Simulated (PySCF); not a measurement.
## Correlation energy of Si⁺ (silicon, charge +1)

[Ne] 3s2 3p1, 2P determinant. Computed with PySCF 2.14 in cc-pVDZ-DK, with scalar relativity by spin-free X2C-1e. Frozen: [Ne]; 3 electrons correlated.

MP2 pair energies summed by pair of shells (mhartree):

```json
{"pair": "3s-3s", "energy": "-20.25", "share (%)": "58.3"}
{"pair": "3s-3p", "energy": "-14.47", "share (%)": "41.7"}
```

Total MP2 correlation energy: -34.72 mhartree.

Same-spin part -2.22 and opposite-spin part -32.50 mhartree; SCS-MP2 scales them by 1/3 and 6/5 to -39.74 mhartree.

```csv
level,correlation energy (mhartree)
CCSD,-53.03
(T),-0.63
CCSD(T),-53.66
```

Diagnostics: T1 = 0.012, D1 = 0.0275, largest double amplitude 0.109.

Question: Is a single reference adequate?

Answer: Mostly. T1 lies below 0.03, but a double amplitude of this size points to a near-degeneracy that CCSD handles and MP2 describes poorly.
